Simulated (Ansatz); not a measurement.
`CCB(CC)CC` + `[OH][Ga]([F])[Cl]` → `CC[O][Ga]([F])[Cl]` + `CCBCC`  (substitution at a C–B bond)

Isolated molecules relaxed with PBE0-D4/def2-TZVP in Ansatz; ΔE leaves out vibrations. CCSD(T)/CBS is the MP2 limit (def2-TZVPP, def2-QZVPP) plus CCSD(T) − MP2 in def2-TZVPP, frozen cores. DFT in def2-TZVPP. B3LYP here is the variant with VWN-RPA as its local correlation; programs differ in this. For Ga outer-core shells are correlated without core-valence functions, which leaves a few kJ/mol of doubt a bond. Scalar relativity is left out up to krypton. Each species was taken in one conformer, which may not be the lowest.

| level | ΔE (kJ/mol) |
| --- | --- |
| r2SCAN-D4 | 78.6 |
| PBE-QIDH | 82.2 |
| B3LYP | 65.5 |
| MP2/def2-SVP | 77.2 |

(1) What does CCSD(T)/CBS give? (An estimate is asked.)

Largest T1 diagnostic among the species: 0.014.

## Answers

(1) Ansatz gave: +82.6 kJ/mol. The listed levels differ from it by -4.0, -0.4, -17.1, -5.4 kJ/mol.

The D4 term adds +8.0 kJ/mol with B3LYP and +5.1 kJ/mol with PBE0; it sums over pairs of atoms, weighted by their polarisabilities, and B3LYP, whose exchange is more repulsive, gets the larger term. Leaving LDA and LC-ωPBE aside and taking each functional with its dispersion term where it has one, the values, not all of them listed here, spread over 10.4 kJ/mol, from BLYP-D4 to PBE-QIDH. LDA lies +5.6 kJ/mol from PBE without D4.
